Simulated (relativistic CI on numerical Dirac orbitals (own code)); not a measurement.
## d4 in a ligand field

Computed with a parametric ligand-field model of a d^n configuration (Racah B and C, spin-orbit zeta, crystal field), exact diagonalisation.

Field parameters in Wybourne normalisation: Oh B⁴₀ = 21Dq, B⁴₄ = √(5/14) B⁴₀. The field is a parameter set, without covalency.

(1) Ground term and bands for B = 690, C = 3500, ζ = 0 cm⁻¹, Oh, 10Dq = 21390 cm⁻¹?

(2) Ground term and bands for B = 690, C = 3500, ζ = 0 cm⁻¹, Oh, 10Dq = 17250 cm⁻¹?

(3) Ground term and bands for B = 690, C = 3500, ζ = 0 cm⁻¹, Oh, 10Dq = 690 cm⁻¹?

(4) Ground term and bands for B = 690, C = 3500, ζ = 0 cm⁻¹, Oh, 10Dq = 10350 cm⁻¹?

(5) Ground term and bands for B = 690, C = 3500, ζ = 0 cm⁻¹, Oh, 10Dq = 13110 cm⁻¹?

## Answers

(1) Ground term 3T1 with 0.04 electrons in the two orbitals of the cubic e set. Spin-allowed: 3E 18420 cm⁻¹ (543 nm), 3T1 19351 cm⁻¹ (517 nm), 3T2 20143 cm⁻¹ (496 nm), 3A1 21139 cm⁻¹ (473 nm). Lowest spin-forbidden: 5E 929 cm⁻¹, 1T2 9586 cm⁻¹ (1043 nm), 1E 10499 cm⁻¹ (953 nm).

(2) Ground term 5E with 1.00 electrons in the two orbitals of the cubic e set. Spin-allowed: 5T2 17250 cm⁻¹ (580 nm). Lowest spin-forbidden: 3T1 3031 cm⁻¹ (3299 nm), 1T2 12469 cm⁻¹ (802 nm), 1E 13359 cm⁻¹ (749 nm).

(3) Ground term 5E with 1.00 electrons in the two orbitals of the cubic e set. Spin-allowed: 5T2 690 cm⁻¹. Lowest spin-forbidden: 3T1 16706 cm⁻¹ (599 nm), 3E 16882 cm⁻¹ (592 nm), 3T2 17306 cm⁻¹ (578 nm).

(4) Ground term 5E with 1.00 electrons in the two orbitals of the cubic e set. Spin-allowed: 5T2 10350 cm⁻¹ (966 nm). Lowest spin-forbidden: 3T1 9462 cm⁻¹ (1057 nm), 3E 17392 cm⁻¹ (575 nm), 3T1 18406 cm⁻¹ (543 nm).

(5) Ground term 5E with 1.00 electrons in the two orbitals of the cubic e set. Spin-allowed: 5T2 13110 cm⁻¹ (763 nm). Lowest spin-forbidden: 3T1 6925 cm⁻¹ (1444 nm), 1T2 16187 cm⁻¹ (618 nm), 1E 16992 cm⁻¹ (589 nm).
